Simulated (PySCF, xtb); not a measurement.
1-bromo-2-chlorocyclobutene (C₄H₄BrCl), SMILES ClC1=C(Br)CC1.

Harmonic wavenumbers (cm⁻¹) from GFN2-xTB run with xtb 6.7.1 at its own minimum, in rising order: 117, 179, 243, 300, 417, 419, 506, 805, 917, 984, 990, 1035, 1088, 1110, 1160, 1188, 1225, 1437, 1453, 1650, 3000, 3015, 3016, 3018.

What does PySCF 2.14.0 with PBE-D3(BJ)/def2-SVP give at its own minimum? (Estimate from the structure and the level; the computed values follow.)

119, 181, 221, 311, 438, 486, 524, 801, 887, 896, 992, 1040, 1073, 1105, 1113, 1159, 1223, 1388, 1409, 1637, 2988, 2992, 3050, 3057. Paired by order, the mean absolute difference is 24 cm⁻¹ and the zero-point energies are 41.8 and 41.6 kcal/mol.
